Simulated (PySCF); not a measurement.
Threshold energies of MoBr in a plasma

PBE in PySCF with def2-TZVPPD on every atom (core potentials on Mo), for the lowest determinant that a PBE0 search found; no spin–orbit coupling.

```csv
species,state (unpaired electrons),Re (Å),ωe (cm⁻¹),energy of the minimum from the neutral (eV),De (eV),dissociates to
MoBr,"sextet (σ ↑, π ↑↑, δ ↑↑)",2.425,269,0.00,3.49,Mo (4d5 5s1) + Br
MoBr⁺,"quintet (σ ↑, π ↑, δ ↑↑)",2.324,312,8.05,2.95,Mo⁺ (4d5) + Br
MoBr⁻,"septet (σ ↑↑, π ↑↑, δ ↑↑)",2.668,160,-1.15,1.14,Mo (4d5 5s1) + Br⁻
```

Question: Work out the lowest energy to break MoBr into atoms, from its vibrational ground state.

Answer: D0 = De − ωe/2 = 3.49 − 0.02 = 3.47 eV (PBE/def2-TZVPPD).

Question: Work out the ionisation energy of the Mo atom at this level and the threshold of dissociative ionisation.

Answer: IE(Mo) = 8.05 + 2.95 − 3.49 = 7.51 eV, so Mo⁺ (4d5) + Br + e⁻ appears at D0 + IE(Mo) = 10.98 eV (PBE/def2-TZVPPD). The measured IE(Mo) is 7.092 eV (NIST ASD).

Question: Work out the electron affinity of the Br atom and the threshold of dissociative attachment.

Answer: EA(Br) = 3.49 − 1.14 − (-1.15) = 3.50 eV, so Mo (4d5 5s1) + Br⁻ needs D0 − EA(Br) = -0.03 eV (negative: it is exothermic at zero electron energy) (PBE/def2-TZVPPD). The measured EA(Br) is 3.364 eV.

Question: At which energy does ion-pair formation open?

Answer: Mo⁺ + Br⁻ lies at D0 + IE(Mo) − EA(Br) = 7.48 eV (PBE/def2-TZVPPD).

These are thermodynamic thresholds; the onsets seen under electron impact lie higher where the geometry changes, and cross-sections peak well above them.

The metal atom is held in its measured ground configuration; semilocal functionals can put another filling of s and d lower by some tenths of an eV, and De to that atom would be smaller. Spin–orbit coupling is left out, which matters for elements this heavy, above all for dissociation energies. For an ion De counts to the pair picked by the measured ionisation energies or electron affinities, which need not be the lowest pair at this level. The highest Kohn–Sham level is positive in this anion. Much of that is self-interaction error, but it also means that the finite basis helps to hold the extra electron. With d or f electrons several states lie close, and the lowest PBE0 determinant need not be the measured ground state.
